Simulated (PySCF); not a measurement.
Method: B3LYP-D3(BJ)/def2-TZVP // r2SCAN-D4/def2-SVP run with PySCF. Gas-phase values, no solvent. B3LYP has the VWN-RPA correlation part, as in Gaussian. 

Reference species: [Zr(F)3(Br)] (neutral, multiplicity 1).

* **dipole moment**: 0.08 D
* **mean distance from the central atom to its bonded neighbours**: 2.046 Å

Changed species: [Zr(F)(Br)3] (3 of 4 F replaced by Br; the reference has 1 of 4 F replaced by Br).

Problem. Predict the effect on the dipole moment and mean distance from the central atom to its bonded neighbours.

Solution. the dipole moment rises by 0.18 D, to 0.26 D; the mean distance from the central atom to its bonded neighbours increases by 0.288 Å, to 2.334 Å.
